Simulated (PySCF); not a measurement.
**Radiative rates from a computed spectrum**

Compound: BGeH9O2Si2.
SMILES with atom numbers: `[OH:1][B:2]([OH:3])[SiH2:4][SiH2:5][GeH3:6]` (hydrogens: H7 on O1; H8 on O3; H9, H10 on Si4; H11, H12 on Si5; H13, H14, H15 on Ge6)

Computed, not measured: TDDFT B3LYP/def2-SVPD, vertical, gas phase, core orbitals frozen in the response in PySCF. Geometry: PBE0-D3(BJ)/def2-SVP, one conformer, isolated molecule. Relativistic effects, spin–orbit coupling among them, are left out although an element past zinc is present. Torsions of this conformer, `[OH:1][B:2]([OH:3])[SiH2:4][SiH2:5][GeH3:6]`: O1–B2–Si4–Si5 -179°, B2–Si4–Si5–Ge6 -5°, H–O1–B2–O3 0°, H–O3–B2–O1 0°.

Computed singlets with f of 0.002 or more:

| state | ν̃ (cm⁻¹) | f |
| --- | --- | --- |
| S2 | 48260 | 0.041 |
| S4 | 51210 | 0.106 |
| S5 | 51800 | 0.117 |
| S7 | 55740 | 0.267 |
| S8 | 56510 | 0.0059 |
| S9 | 56790 | 0.049 |
| S10 | 57770 | 0.0094 |

Turn these into Einstein A coefficients, radiative lifetimes, transition dipoles and integrated cross-sections.

Relations used (vacuum, state to state): A = 0.6670 f ν̃² s⁻¹ (ν̃ in cm⁻¹); τ = 1/A; f = (2/3) ΔE |μ|² in atomic units; ∫σ dE = 109.76 f Mb·eV.

```csv
state,A (s⁻¹),τ,|μ| (D),∫σ dE (Mb·eV)
S2,6.3×10⁷,16 ns,1.34,4.5
S4,1.9×10⁸,5.4 ns,2.10,12
S5,2.1×10⁸,4.8 ns,2.19,13
S7,5.5×10⁸,1.8 ns,3.19,29
S8,1.3×10⁷,80 ns,0.47,0.65
S9,1.1×10⁸,9.4 ns,1.36,5.4
S10,2.1×10⁷,48 ns,0.59,1
```

The rates are for emission to S0 at the absorption energy, with no other channel.

By what factor does the largest A in the list exceed the smallest?

S7 has 44 times the rate of S8.

What is the integrated cross-section of all computed states together?

Σf = 0.597 over S1 to S10, so 109.76 × Σf ≈ 65.5 Mb·eV.

Suppose S2 emitted 0.3 eV lower with the same transition dipole. How would A change?

At fixed |μ|, A goes as the cube of the energy: (5.68/5.98)³ = 0.86, which makes τ about 18 ns.

The vertical ionisation energy (ΔSCF) is 9.34 eV, 2.18 eV above S10.

On one thread, Arm Neoverse N1 (aarch64), shared host, this took 6.0 min and 0.91 GiB of memory at its peak.
